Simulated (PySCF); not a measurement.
## Trend along the fifth-period p block: MAl cations

HF with double-zeta basis sets in PySCF, for the lowest determinant that a PBE0 search found; no spin–orbit coupling. De refers to high-spin ground-configuration atoms (the charge goes to the atom of lower measured ionisation energy or higher electron affinity, which is not always the lowest computed limit). A positive dipole points towards Al; it is taken about the centre of mass and depends on that origin.

```csv
M,basis,reference,charged atom,state (unpaired electrons),Re (Å),ωe (cm⁻¹),De (eV),μ (D)
In,x2c-SVPall,UHF,In+,doublet (σ ↑),3.537,104,0.93,4.31
Sn,x2c-SVPall,UHF,Al+,"triplet (σ ↑, π ↑)",3.217,123,0.72,6.37
Sb,def2-SVPD,UHF,Al+,"quartet (σ ↑, π ↑↑)",3.147,100,0.33,7.68
I,def2-SVP,UHF,Al+,doublet (σ ↑),2.401,384,0.53,8.25
```

The shortest bond is that of AlI⁺ (2.401 Å), the longest that of AlIn⁺ (3.537 Å). AlIn⁺ is bound most strongly (0.93 eV) and AlSb⁺ least (0.33 eV).

The rows differ in basis set, which adds steps of its own.

The state changes along the series, so neighbouring rows are not always alike in their bonding.

Spin–orbit coupling is left out, which matters for elements this heavy, above all for dissociation energies. For an ion De counts to the pair picked by the measured ionisation energies or electron affinities, which need not be the lowest pair at this level. Hartree–Fock leaves out correlation, which carries a large part of most bond energies and some tenths to 1 eV of ionisation energies. States were picked by a PBE0 search and need not be the measured ground states.
